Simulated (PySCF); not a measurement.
From computed data to an observable: entropy of an ideal gas

GaFCl₂, SMILES [Ga]([Cl])([Cl])[F].

The structure is a stationary point at PBE0-D3(BJ)/def2-SVP.

PBE0-D3(BJ)/def2-SVP (PySCF) gives the harmonic wavenumbers 124, 159, 175, 407, 486, 735 cm⁻¹ and the rotational temperatures 0.2021, 0.0992, 0.0665 K. The molar mass is 159.62 g/mol, the symmetry number 2, the spin multiplicity 1.

Question: Work out the entropy at 298.15 K and 1 atm in the rigid-rotor, harmonic-oscillator model.

Answer: 
Translation (Sackur–Tetrode at 1 atm): S = R[1.5 ln M + 2.5 ln T − 1.16487] = 172.0 J/(mol K).
Rotation: q = (√π/σ) T^1.5/√(θA θB θC) = 125000, S = R[ln q + 3/2] = 110.0 J/(mol K).
Vibration: with u = 1.4388 ν/T, each mode gives R[u/(e^u − 1) − ln(1 − e^−u)]:
```json
[
 {"ν (cm⁻¹)": "124", "modes": "1", "u": "0.60", "S (J/(mol K))": "12.71"},
 {"ν (cm⁻¹)": "159", "modes": "1", "u": "0.77", "S (J/(mol K))": "10.72"},
 {"ν (cm⁻¹)": "175", "modes": "1", "u": "0.84", "S (J/(mol K))": "9.96"},
 {"ν (cm⁻¹)": "407", "modes": "1", "u": "1.96", "S (J/(mol K))": "3.92"},
 {"ν (cm⁻¹)": "486", "modes": "1", "u": "2.35", "S (J/(mol K))": "2.90"},
 {"ν (cm⁻¹)": "735", "modes": "1", "u": "3.55", "S (J/(mol K))": "1.12"}
]
```
These are all the modes. Sum 41.3 J/(mol K).
Spin: R ln 1 = 0.0 J/(mol K).
Total 323.4 J/(mol K); the program's own thermochemistry gives 323.4. Translation makes up 53 % and vibration 13 %. Anharmonicity, hindered rotation and orbital degeneracy are left out.
